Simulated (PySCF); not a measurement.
Si(F)2(Me)(NH2) (CH5F2NSi), SMILES C[Si](F)(F)N.

Geometry optimised at PBE0-D3(BJ)/def2-SVP. The structure was generated by enumeration, and PubChem lists no compound with its InChIKey, so it may never have been made. The values are those of a single conformer.

Two levels are set side by side: TDDFT-PBE/def2-SVPD (PySCF) and TDDFT-LC-ωPBE/def2-SVPD (PySCF). Vertical, same geometry. The lowest singlet is HOMO→LUMO 99 % with PBE and HOMO→LUMO 74 %, HOMO→LUMO+1 16 % with the other functional; states are paired by order. Differences are taken from unrounded values.

| quantity | TDDFT-LC-ωPBE |
|---|---|
| lowest singlet excitation (eV) | 7.70 |
| lowest triplet excitation (TDA) (eV) | 7.21 |
| first bright state (f over 0.05) (eV) | 7.70 |
| its oscillator strength | 0.05 |

Problem. What does TDDFT-PBE give, and how far is it from TDDFT-LC-ωPBE? (The exact figures need the calculation; the answer reports its results.)

Solution. 
```
quantity                               TDDFT-PBE  TDDFT-PBE minus TDDFT-LC-ωPBE
-------------------------------------  ---------  -----------------------------
lowest singlet excitation (eV)              6.29                          -1.41
lowest triplet excitation (TDA) (eV)        6.02                          -1.19
first bright state (f over 0.05) (eV)       7.88                           0.17
its oscillator strength                     0.07                           0.02
```

A lower first singlet is the usual sign of a functional without exact exchange. Differences between two approximate levels are no errors against the true value.

Rough cost on one machine, each run with all the roots and properties that it gave: TDDFT-LC-ωPBE against TDDFT-PBE about 5 times.
